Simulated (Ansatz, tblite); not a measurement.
Cost and result up the ladder for Ge2Sb (the lowest doublet isomer of a short search) (3 atoms). Total charge 0; doublet. Geometry: PBE0-D4/def2-TZVP.

Cartesian coordinates in Å:
```
Sb 1.1694 -0.4154 -0.7740
Ge -0.1051 -0.3869 1.4266
Ge -1.0643 0.8023 -0.6526
```

Ansatz on 4 threads of Arm Neoverse V1 on a shared host; xTB runs through tblite on one thread. Times are rough, summed over both states, and most runs start from the orbitals of an earlier one. PBE-QIDH/def2-TZVP serves as the yardstick here, not as an exact answer. Differences are given only for rows in sets of like size (and for xTB, whose basis is part of the method), since another set adds its own error. The other state is a quartet at its own geometry.

In the def2 sets Sb takes a core potential; there is no spin–orbit coupling. The xTB rows come from tblite. HSE06 is defined as in plane-wave codes, on full-range PBE exchange. Correlated methods freeze 22 core orbitals; core or outer-core shells of Sb, Ge are correlated, in sets that lack core-valence functions. The rows differ in basis, and correlated rows in double-zeta sets carry the largest basis error. In CCSD on the charge 0 quartet the largest single amplitude is 0.26, so its Hartree–Fock determinant may place the open shell otherwise than the density functionals do. The structure comes from a short search, and lower isomers may exist.

Run but left out: HF/STO-3G, MP2/def2-SVP, MP2/def2-TZVP (doublet: ⟨S²⟩ 0.96 to 1.11, where a pure state has 0.75); HF/def2-SVP, HF/def2-TZVP (quartet: ⟨S²⟩ 4.16 to 4.17, where a pure state has 3.75).

Correlated methods converge slowly with the basis, most of all in double-zeta sets.

xTB has no spin-polarisation term.

```json
{"level": "GFN1-xTB", "functions": "27", "wall time": "0.006 s", "quartet − doublet (eV)": "1.10", "difference from PBE-QIDH/def2-TZVP (eV)": "-0.17", "remarks": "–"}
{"level": "GFN2-xTB", "functions": "27", "wall time": "0.008 s", "quartet − doublet (eV)": "1.30", "difference from PBE-QIDH/def2-TZVP (eV)": "0.03", "remarks": "–"}
{"level": "PBE-D4/def2-TZVP (with forces)", "functions": "146", "wall time": "6 s", "quartet − doublet (eV)": "1.25", "difference from PBE-QIDH/def2-TZVP (eV)": "-0.02", "remarks": "–"}
{"level": "RPA@PBE/def2-TZVP", "functions": "146", "wall time": "9.7 s", "quartet − doublet (eV)": "1.26", "difference from PBE-QIDH/def2-TZVP (eV)": "-0.01", "remarks": "–"}
{"level": "HSE06-D4/def2-TZVP", "functions": "146", "wall time": "9.7 s", "quartet − doublet (eV)": "1.22", "difference from PBE-QIDH/def2-TZVP (eV)": "-0.05", "remarks": "–"}
{"level": "PBE0-D4/def2-TZVP", "functions": "146", "wall time": "12 s", "quartet − doublet (eV)": "1.23", "difference from PBE-QIDH/def2-TZVP (eV)": "-0.04", "remarks": "–"}
{"level": "BHLYP-D4/def2-TZVP", "functions": "146", "wall time": "13 s", "quartet − doublet (eV)": "1.27", "difference from PBE-QIDH/def2-TZVP (eV)": "0.00", "remarks": "–"}
{"level": "r2SCAN-D4/def2-TZVP", "functions": "146", "wall time": "17 s", "quartet − doublet (eV)": "1.17", "difference from PBE-QIDH/def2-TZVP (eV)": "-0.10", "remarks": "–"}
{"level": "CCSD(T)/def2-SVP", "functions": "90", "wall time": "17 s", "quartet − doublet (eV)": "1.20", "difference from PBE-QIDH/def2-TZVP (eV)": "–", "remarks": "spin-contaminated (⟨S²⟩ 0.96) (doublet), spin-contaminated (⟨S²⟩ 4.17) (quartet)"}
{"level": "r2SCAN0-D4/def2-TZVP", "functions": "146", "wall time": "22 s", "quartet − doublet (eV)": "1.15", "difference from PBE-QIDH/def2-TZVP (eV)": "-0.12", "remarks": "–"}
{"level": "B97M-V/def2-TZVP", "functions": "146", "wall time": "23 s", "quartet − doublet (eV)": "1.25", "difference from PBE-QIDH/def2-TZVP (eV)": "-0.02", "remarks": "–"}
{"level": "PBE-QIDH/def2-TZVP", "functions": "146", "wall time": "26 s", "quartet − doublet (eV)": "1.27", "difference from PBE-QIDH/def2-TZVP (eV)": "0.00", "remarks": "–"}
```
